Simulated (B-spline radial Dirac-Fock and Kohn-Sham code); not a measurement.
Method: the Dirac equation of a negative muon with reduced mass in the field of a spherical finite nucleus, with the Uehling potential to all orders; nuclear polarisation, deformation, hyperfine structure, self-energy, higher-order vacuum polarisation, relativistic recoil and electron screening are left out. Computed with an atomic code on a B-spline grid. The nuclear charge is a Fermi distribution (skin thickness 2.3 fm).

Question: A muonic atom of atomic mass 119.91 u emits these computed lines: 2p3/2 → 1s1/2 3257 keV, 3d5/2 → 2p3/2 905.9 keV, 4f7/2 → 3d5/2 318.0 keV, 5g9/2 → 4f7/2 146.6 keV. Which element is it, and what rms charge radius was used?

Answer: Cadmium (Z = 48, nuclide ¹²⁰Cd); the high transitions hardly feel the nucleus and fix Z. The 2p → 1s line lies 1799 keV below the value for a point nucleus without QED, which for this nuclear model gives a radius near 4.63 fm (4.63 fm was used).
